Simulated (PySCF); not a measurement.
Job for PySCF: R-HF/STO-3G on CH4OSn (SMILES C[O][SnH]), a point of a torsion scan.

```python
from pyscf import gto, scf, dft, mp
from pyscf.data.elements import chemcore

mol = gto.M(
    atom='''
    C    -0.93323889   -0.21351098    0.13095570
    O    -0.12230001    0.70735390   -0.55145474
    Sn    1.27878691    0.98579560   -1.94401555
    H    -0.75873976   -1.23380316   -0.21410641
    H    -1.98274530    0.04308447   -0.03146576
    H    -0.71834499   -0.15727069    1.20070570
    H     1.59113649   -0.79456820   -2.55448752
    ''',
    basis='sto-3g',
    charge=0, spin=0, verbose=3, max_memory=1800)
mf = scf.RHF(mol)
mf.conv_tol = 1e-8
mf.max_cycle = 100
mf.kernel()
if not mf.converged:
    mf = mf.newton().run(mf.mo_coeff, mf.mo_occ)
```

**Question.** Predict the final total energy.

**Answer.** -6076.8018 hartree.
